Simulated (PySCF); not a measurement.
Two-component Hartree-Fock for Tc²⁺ (technetium, charge +2)

Start: [Kr] 4d5; 4d5/2 filled at m_j = -3/2, -1/2, +1/2, +3/2, +5/2. Calculated with PySCF 2.14 in x2c-TZVPall-2c (8s9p7d1f, 77 functions): generalised Hartree-Fock with the X2C-1e Hamiltonian and a Gaussian nucleus; one run each with spin-orbit coupling (SO) switched off, then screened by Boettger's factors. This is a chosen level, not necessarily the ground level.

```
spinor shell  electrons  ε, spin-free (eV)  ε, screened SO (eV)  weight of nominal j (screened SO)  rms radius, screened SO (bohr)
       1s1/2          2           -21176.0             -21174.7                              1.000                          0.0394
       2s1/2          2            -3112.4              -3112.1                              1.000                           0.162
       2p1/2          2            -2780.6              -2862.3                              1.000                           0.141
       2p3/2          4            -2780.6              -2742.4                              1.000                           0.145
       3s1/2          2            -588.65              -588.56                              1.000                           0.442
       3p1/2          2            -476.80              -491.01                              1.000                           0.439
       3p3/2          4            -476.80              -470.12                              1.000                           0.450
       3d3/2          4            -295.88              -298.39                              0.962                           0.433
       3d5/2          6            -295.88              -294.13                              0.975                           0.437
       4s1/2          2            -105.61              -105.59                              1.000                            1.13
       4p1/2          2            -72.187              -77.911                              0.654                            1.26
       4p3/2          4            -72.187              -69.384                              0.827                            1.26
       4d5/2          5            -30.019              -30.014                              0.575                            1.72
```

```tsv
quantity	spin-free	screened SO
E (hartree)	-4282.04667	-4282.60076
M_J	5/2	5/2
⟨J²⟩	8.752	8.752
⟨L²⟩	0.000	0.019
⟨S²⟩	8.752	8.738
```

Each row is a mean over spinors that exchange with the open shell spreads, by up to 9.818 eV (4p3/2).

Rows whose weight is well below 1 are mixtures of j = l ± 1/2: exchange outweighs spin-orbit coupling there, and the label is only the starting occupation.

Breit and QED terms are absent; they matter most for the inner s and p1/2 levels.

Densities and radii are taken from the X2C orbitals without a picture-change correction, which distorts them close to the nucleus.

Without spin-orbit coupling the j labels of p, d and f shells carry no meaning; the spin-free column gives the mean over the occupied spinors of each nl shell.
